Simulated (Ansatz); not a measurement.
Input and output for C2H10InNO (`[CH3][In-]([CH3])([NH3+])[OH]`).

```yaml
crystal:
  periodic: [false, false, false]
  atoms:
    - {symbol: C, position_ang: [-2.241219, 0.560959, -0.001899]}
    - {symbol: In, position_ang: [-0.118618, 0.386749, 0.005286]}
    - {symbol: C, position_ang: [1.374587, 0.748626, 1.601430]}
    - {symbol: N, position_ang: [0.272762, -1.761056, -0.722827]}
    - {symbol: O, position_ang: [0.811846, 0.766641, -1.805897]}
    - {symbol: H, position_ang: [-2.685824, -0.162847, 0.689820]}
    - {symbol: H, position_ang: [-2.544126, 1.598501, 0.242885]}
    - {symbol: H, position_ang: [-2.568776, 0.340524, -1.039351]}
    - {symbol: H, position_ang: [1.114833, 0.093589, 2.509519]}
    - {symbol: H, position_ang: [1.418244, 1.766284, 1.938499]}
    - {symbol: H, position_ang: [2.350570, 0.343859, 1.296810]}
    - {symbol: H, position_ang: [1.014588, -2.365415, -0.327060]}
    - {symbol: H, position_ang: [0.746434, -1.493088, -1.574725]}
    - {symbol: H, position_ang: [-0.415150, -2.311918, -0.957649]}
    - {symbol: H, position_ang: [1.500638, 1.304933, -1.856570]}
basis:
  gaussian: {orbitals: def2-mTZVPP}
total_charge: -1
magnetization: {spin_polarized: true, initial_magnetization: 1}
hamiltonian: {xc: {name: B2PLYP}}
scf: {lower_state_search: off}
output: {forces: true}
```

```sh
$ ansatz run in.yaml --threads 4 --pin off --events-out ev --progress --plain --max-ram 11315MiB
```

Shortened log:

```
Functional definition: B2PLYP
1703 factors; integrals over basis functions are off by at most 1.3e-3 eV
mean field evaluation 1: about -10919.4973 eV, gradient 4.3e1 eV
mean field evaluation 2: about -10919.4991 eV, gradient 4.3e1 eV
mean field evaluation 4: about -10927.9728 eV, gradient 6.2e0 eV
mean field evaluation 8: about -10928.2552 eV, gradient 7.5e-1 eV
mean field evaluation 16: about -10928.2967 eV, gradient 1.4e-2 eV
mean field evaluation 32: about -10928.2967 eV, gradient 1.5e-4 eV
mean field -10928.29674535 eV, -401.6074979260 hartree, gradient 5.5e-6 eV, S^2 0.750583; 0 other end points of the search recorded, 0 dependent functions left out
8 core orbitals not correlated: weight in the atoms' cores, before any rotation towards them, 1.000 or more for the frozen orbitals, at most 0.000 for the correlated occupied ones
reference -10928.29696617 eV, -401.6075060411 hartree; 22, 21 occupied and 142, 143 virtual orbitals, 1703 factors
second order -29.45719675 eV of doubles, -0.00000000 eV of singles
Total energy: -10936.25040930 eV, -401.8997896848 hartree
Atom 0 at    -2.241219     0.560959    -0.001899 Å, force    -0.944881     0.563181    -0.471151 eV/Å
Atom 1 at    -0.118618     0.386749     0.005286 Å, force     0.943271     0.274714     0.768664 eV/Å
Atom 2 at     1.374587     0.748626     1.601430 Å, force    -0.350973    -1.995519     1.348600 eV/Å
Atom 3 at     0.272762    -1.761056    -0.722827 Å, force     5.794258     2.699731     1.479550 eV/Å
Atom 4 at     0.811846     0.766641    -1.805897 Å, force    -4.538315    -3.823867    -0.377792 eV/Å
Atom 5 at    -2.685824    -0.162847     0.689820 Å, force     0.000645     0.268702    -0.208631 eV/Å
Atom 6 at    -2.544126     1.598501     0.242885 Å, force     0.055117    -0.738094    -0.058496 eV/Å
Atom 7 at    -2.568776     0.340524    -1.039351 Å, force     0.011351     0.060676     0.620919 eV/Å
Atom 8 at     1.114833     0.093589     2.509519 Å, force     0.130763     0.983190    -1.135774 eV/Å
Atom 9 at     1.418244     1.766284     1.938499 Å, force     0.229523     0.417473    -0.032417 eV/Å
Atom 10 at     2.350570     0.343859     1.296810 Å, force    -0.134863     0.508299    -0.143669 eV/Å
Atom 11 at     1.014588    -2.365415    -0.327060 Å, force    -0.515172     0.180351     0.629145 eV/Å
Atom 12 at     0.746434    -1.493088    -1.574725 Å, force    -0.094507     0.625604    -0.866434 eV/Å
Atom 13 at    -0.415150    -2.311918    -0.957649 Å, force    -5.131973    -3.871782    -1.463288 eV/Å
Atom 14 at     1.500638     1.304933    -1.856570 Å, force     4.545755     3.847342    -0.089227 eV/Å
Dipole moment:     0.133082    -0.668564     0.025633 e Å
Checks for a lower state left out: starts, cluster_reference, orbital_swaps, neighbouring_geometries, increment
```

Run time 23 s (4 threads of an Arm Neoverse V2 on a shared host); peak host memory 1 GiB.
